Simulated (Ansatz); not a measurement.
`[OH][In]([F])[SH]`, charge 0, multiplicity 1.

Problem. Give a relaxed structure at PBE0-D4/def2-TZVP (Ansatz 0.2.0). (An estimate is asked.)

Solution. Computed: 
Z-matrix (Å, degrees):
```
In
F 1 1.952
S 1 2.344 2 118.1
O 1 1.963 2 112.4 3 180.0
H 3 1.346 1 91.4 2 -0.1
H 4 0.962 1 110.9 2 0.1
```
Point group Cs.
